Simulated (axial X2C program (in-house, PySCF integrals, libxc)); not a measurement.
## Outer orbitals of TaS at 2.104 Å, TPSS

Computed with an axial X2C code built on PySCF integrals. Spin-free means the one-electron spin-free X2C Hamiltonian; two-component (2c) means X2C with spin–orbit coupling and atomic mean-field two-electron Coulomb and Gaunt terms, so the difference of the two also holds small scalar two-electron terms. Basis: Ta dyall-cv3z [13s14p9d7f4g], S dyall-av3z [9s8p3d2f] (cores contracted in-house); Gaussian nuclei, density fitting, unrestricted open shells. Masses: Ta 180.948 u, S 31.972 u.

The distance is close to the 2c PBE0 minimum; the highest filled and lowest empty levels are listed.

Spin-free orbitals, state M_S = 3/2, Λ = 0 (beyond evenly filled blocks: σα, δ+α, δ-α) (Löwdin shares):

```
symmetry  occupied  ε (eV)              atomic character
      σα       yes  -23.73                     100% Ta f
     π-α       yes  -23.69                     100% Ta f
     π+α       yes  -23.69                     100% Ta f
     δ-α       yes  -23.59                     100% Ta f
     δ+α       yes  -23.59                     100% Ta f
      σβ       yes  -23.53                     100% Ta f
     π-β       yes  -23.50                     100% Ta f
     π+β       yes  -23.50                     100% Ta f
     φ-α       yes  -23.42                     100% Ta f
     φ+α       yes  -23.42                     100% Ta f
     δ-β       yes  -23.41                     100% Ta f
     δ+β       yes  -23.41                     100% Ta f
     φ-β       yes  -23.14                     100% Ta f
     φ+β       yes  -23.14                     100% Ta f
      σβ       yes  -16.43    67% S s, 12% Ta d, 9% Ta p
      σα       yes  -16.29    66% S s, 12% Ta d, 9% Ta p
      σα       yes   -7.45   65% S p, 16% Ta d, 10% Ta s
      σβ       yes   -7.32    68% S p, 16% Ta d, 8% Ta s
     π-α       yes   -6.69    58% S p, 32% Ta d, 4% Ta f
     π+α       yes   -6.69    58% S p, 32% Ta d, 4% Ta f
     π-β       yes   -6.60    65% S p, 23% Ta d, 5% Ta f
     π+β       yes   -6.60    65% S p, 23% Ta d, 5% Ta f
      σα       yes   -5.39    47% Ta s, 32% Ta d, 8% S p
     δ-α       yes   -3.89              96% Ta d, 2% S d
     δ+α       yes   -3.89              96% Ta d, 2% S d
      σβ        no   -3.50  55% Ta s, 16% Ta d, 12% Ta p
     π-α        no   -2.95   51% Ta d, 28% Ta p, 14% S p
     π+α        no   -2.95   51% Ta d, 28% Ta p, 14% S p
      σα        no   -2.47   46% Ta p, 29% Ta d, 13% S p
```

The lowest two-component determinant found has another configuration (Ω = 3/2 (⟨Sz⟩ = -0.49, ⟨Lz⟩ = 1.99 at TPSS)), so the levels differ by more than spin–orbit coupling. Its spinors:

```csv
ω,occupied,ε (eV),atomic character,λ mixture
-7/2,yes,-24.36,100% Ta f,100% φ
-5/2,yes,-24.27,100% Ta f,"85% δ, 15% φ"
5/2,yes,-24.22,100% Ta f,"88% δ, 12% φ"
7/2,yes,-24.20,100% Ta f,100% φ
-3/2,yes,-24.20,100% Ta f,"71% π, 29% δ"
3/2,yes,-24.17,100% Ta f,"75% π, 25% δ"
-1/2,yes,-24.16,100% Ta f,"56% σ, 44% π"
1/2,yes,-24.15,100% Ta f,"60% σ, 40% π"
1/2,yes,-16.97,"67% S s, 12% Ta d, 9% Ta p",100% σ
-1/2,yes,-16.87,"67% S s, 12% Ta d, 9% Ta p",100% σ
-1/2,yes,-7.96,"66% S p, 17% Ta d, 8% Ta s","99% σ, 1% π"
1/2,yes,-7.95,"67% S p, 17% Ta d, 8% Ta s","99% σ, 1% π"
1/2,yes,-7.31,"58% S p, 31% Ta d, 4% Ta f","99% π, 1% σ"
-1/2,yes,-7.27,"62% S p, 27% Ta d, 4% Ta f","99% π, 1% σ"
-3/2,yes,-7.20,"59% S p, 31% Ta d, 4% Ta f",100% π
3/2,yes,-7.17,"62% S p, 27% Ta d, 4% Ta f",100% π
-1/2,yes,-5.44,"47% Ta s, 33% Ta d, 9% S p",100% σ
1/2,yes,-4.76,"51% Ta s, 26% Ta d, 9% S p","99% σ, 1% π"
3/2,yes,-4.60,96% Ta d,"99% δ, 1% π"
-5/2,no,-4.13,"96% Ta d, 2% S d",100% δ
-3/2,no,-3.67,"91% Ta d, 3% S p, 2% S d","88% δ, 12% π"
1/2,no,-3.46,"53% Ta d, 23% Ta p, 16% S p","94% π, 6% σ"
-1/2,no,-3.20,"53% Ta d, 25% Ta p, 13% S p","87% π, 13% σ"
```

**Question.** How does the gap between the highest filled and lowest empty level change from the spin-free to the 2c table?

**Answer.** From 0.39 to 0.47 eV at TPSS, a change of 0.08 eV.

Mulliken charges and populations of the two-component result (they depend on the basis, above all on diffuse functions):

Ta 0.03 e (s 11.67 p 24.18 d 23.05 f 14.05 g 0.01), S -0.03 e (s 5.88 p 10.10 d 0.05 f 0.01). ⟨Lz⟩ = 1.99 ħ and ⟨Sz⟩ = -0.49 ħ (-0.55 and 0.06 on the two atoms), which add up to Ω.

Occupations by symmetry block were frozen at the best pattern of an incomplete PBE0 search. Density functionals use the spin component along the axis (collinear). PBE0 can misorder states that lie within some tenths of an eV, so this need not be the ground state of the molecule. The nearest other spin-free determinant of the search, M_S = 1/2, Λ = 2, lies 0.18 eV up at the distance of the search. Without a current term, density functionals place determinants with orbital angular momentum somewhat too high. The determinant is spin-polarised beyond a pure state at some levels (its spin-free form has ⟨S²⟩ too high), which makes Re and μ there less reliable.
